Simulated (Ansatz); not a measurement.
Reaction (substitution at a C–Zn bond): `C[CH](F)[ZnH]` + `OCF` → `CC(F)OCF` + `[ZnH2]`

Computed with Ansatz on PBE0-D4/def2-TZVP structures; ΔE is electronic, products minus reactants. CBS: MP2 limit from def2 TZ/QZ plus the TZ coupled-cluster correction, frozen cores. For Zn outer-core shells are correlated without core-valence functions, which leaves a few kJ/mol of doubt a bond. Scalar relativity is left out up to krypton. One conformer a species, not always the lowest.

`C[CH](F)[ZnH]`:

Cartesian coordinates in Å:
```
C -0.534 0.722 0.714
C 0.551 0.153 -0.169
F 0.733 1.028 -1.266
Zn 0.219 -1.643 -0.938
H -1.502 0.751 0.209
H -0.642 0.107 1.612
H -0.288 1.741 1.030
H 1.501 0.169 0.377
H -0.038 -3.027 -1.569
```

`OCF`:

```xyz
6

O     0.103   -0.650   -0.859
C    -0.157    0.290    0.103
F     1.013    0.801    0.628
H     0.457   -1.441   -0.442
H    -0.725   -0.111    0.950
H    -0.692    1.110   -0.380
```

`CC(F)OCF`:

Z-matrix (Å, degrees):
```
C
C 1 1.497
H 1 1.090 2 109.8
H 1 1.090 2 109.9 3 -120.1
H 1 1.091 2 109.5 3 119.7
F 2 1.385 1 109.6 3 177.8
O 2 1.390 1 108.9 3 -63.4
H 2 1.095 1 113.0 3 59.9
C 7 1.378 2 114.9 1 169.2
F 9 1.377 7 110.5 2 -75.2
H 9 1.090 7 107.1 2 167.3
H 9 1.094 7 112.0 2 44.3
```

`[ZnH2]`:

```xyz
3

Zn    0.000    0.000    0.000
H    -1.088    0.602   -0.916
H     1.088   -0.602    0.916
```

```json
{"species": "`C[CH](F)[ZnH]`", "MP2/def2-TZVPP energy (Eh)": "-1957.03229"}
{"species": "`OCF`", "MP2/def2-TZVPP energy (Eh)": "-214.66852"}
{"species": "`CC(F)OCF`", "MP2/def2-TZVPP energy (Eh)": "-392.24853"}
{"species": "`[ZnH2]`", "MP2/def2-TZVPP energy (Eh)": "-1779.45704"}
```

Q: Work out ΔE.

A: ΔE = (-392.24853) + (-1779.45704) − (-1957.03229) − (-214.66852) = -0.00476 Eh = -0.13 eV. CCSD(T)/CBS gives -0.12 eV.

Largest T1 diagnostic among the species: 0.016.

From PBE to PBE0 (25 % exact exchange), in def2-TZVPP and without D4, ΔE moves by −0.07 eV. In def2-TZVPP, CCSD(T) changes the Hartree–Fock value by +0.18 eV (the triples alone add +0.01 eV) and MP2 by +0.25 eV.
